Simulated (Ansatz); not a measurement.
Basis-set series for GaH$_{18}$N$_{3}$Si$_{6}$, SMILES `[SiH3][N]([SiH3])[Ga]([N]([SiH3])[SiH3])[N]([SiH3])[SiH3]`. Charge 0, multiplicity 1. The structure was optimised at the PBE0-D4/def2-TZVP level. It is one conformer, not always the lowest.

```xyz
28

Si   -1.6398    0.8856   -2.4570
N    -0.9893   -0.3980   -1.4900
Si   -1.2755   -2.0375   -1.9702
Ga   -0.0002   -0.0123    0.0177
N    -0.0685   -1.1106    1.4923
Si   -1.4271   -2.1549    1.7646
Si    1.2244   -1.1344    2.6490
N     1.0584    1.4970    0.0135
Si    1.7991    2.0380   -1.4581
Si    1.3191    2.4086    1.4633
H    -2.9860    0.4864   -2.9516
H    -1.7578    2.1128   -1.6258
H    -0.7904    1.1969   -3.6383
H    -0.8139   -2.2545   -3.3695
H    -0.5081   -2.9378   -1.0679
H    -2.7169   -2.3972   -1.9063
H    -1.0722   -3.5890    1.5945
H    -2.5100   -1.8053    0.8086
H    -1.9275   -1.9718    3.1553
H     1.6442   -2.5410    2.8999
H     0.8203   -0.5415    3.9515
H     2.3788   -0.3723    2.1053
H     1.9313    0.8891   -2.3924
H     3.1475    2.5870   -1.1472
H     1.0131    3.1054   -2.1337
H     0.9431    3.8340    1.2508
H     2.7399    2.3741    1.9006
H     0.4638    1.8431    2.5413
```

| functional | basis | functions | energy (Eh) | HOMO (eV) | LUMO (eV) |
| --- | --- | --- | --- | --- | --- |
| PBE0-D4 | def2-TZVPP | 645 | -3836.03199 | -7.70 | -1.25 |
| PBE0-D4 | def2-QZVPP | 1220 | -3836.14684 | -7.71 | -1.30 |
| ωB97M-V | def2-TZVPP | 645 | -3836.87981 | -9.96 | 0.45 |
| ωB97M-V | def2-QZVPP | 1220 | -3836.98744 | -9.97 | 0.31 |

Problem. Give the rows for def2-SVP. (An estimate is asked.)

Solution. Computed: 
```json
{"functional": "PBE0-D4", "basis": "def2-SVP", "functions": "272", "energy (Eh)": "-3834.96557", "HOMO (eV)": "-7.62", "LUMO (eV)": "-1.02"}
{"functional": "ωB97M-V", "basis": "def2-SVP", "functions": "272", "energy (Eh)": "-3835.80204", "HOMO (eV)": "-9.83", "LUMO (eV)": "0.80"}
```

Positive LUMOs are unbound and depend on the basis. Scalar relativity is left out up to krypton.
